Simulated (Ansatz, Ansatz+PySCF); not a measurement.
```yaml
atoms:
  - { symbol: Be, position_ang: [0.0000, 0.0000, -1.0708] }
  - { symbol: O, position_ang: [0.0000, 0.0000, 0.5354] }
```

Basis set: STO-3G (spherical functions). Frozen core: 1 orbital. Charge 0, multiplicity 1.

Computed with Ansatz (development build ahead of 0.2.0); each method stands on the lowest determinant of its kind that the runs found. Restricted open shells among the atoms or ions are ROHF, correlated in semicanonical orbitals with singles. Restricted functionals stand beside restricted open-shell atoms, which can lie above the unrestricted atoms usual in DFT and then raise those values.

(1) Give the atomization energy at this shape (free ground-state atoms in the same class of orbitals less the molecule, no zero-point energy) of singlet BeO by PBE0 (unrestricted), PBE0 (restricted), RHF-CCSD(T), RHF-MP2, UHF-MP2, UHF.

## Answers

(1)

| method | atomization energy |
| --- | --- |
| PBE0 (unrestricted) | 352.1 kJ/mol |
| PBE0 (restricted) | 299.7 kJ/mol |
| RHF-CCSD(T) | 214.2 kJ/mol |
| RHF-MP2 | 246.6 kJ/mol |
| UHF-MP2 | 229.6 kJ/mol |
| UHF | 178.1 kJ/mol |

Caution: the shape is not the minimum. Caution for PBE0 (unrestricted), UHF-MP2, UHF: the unrestricted determinant is a mixture of spin states. Caution for PBE0 (restricted), RHF-CCSD(T), RHF-MP2: an unrestricted determinant lies well below. Caution for RHF-CCSD(T), RHF-MP2, UHF-MP2: large share of triples, a single reference is doubtful. Caution for UHF-MP2: a plain start can end on a higher determinant; another reference gives a lower total. Caution for UHF: a free atom is spin contaminated.

This basis has no polarisation functions and is too small for such energies, which can lie far from measured ones in either direction.
